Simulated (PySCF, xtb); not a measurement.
H2O3S, SMILES O=[SH](=O)O.

GFN2-xTB run with xtb at its own geometry gives an orbital gap of 8.61 eV and a dipole moment of 3.68 D.

Coordinates come from a PBE-D3(BJ)/def2-SVP optimisation. The values are those of a single conformer.

Task: What does B3LYP/def2-TZVPD run with PySCF give? (An estimate is asked for; the answer gives what the named calculation found.)

Result: gap 8.66 eV (levels -9.44 and -0.78 eV), dipole 2.87 D.
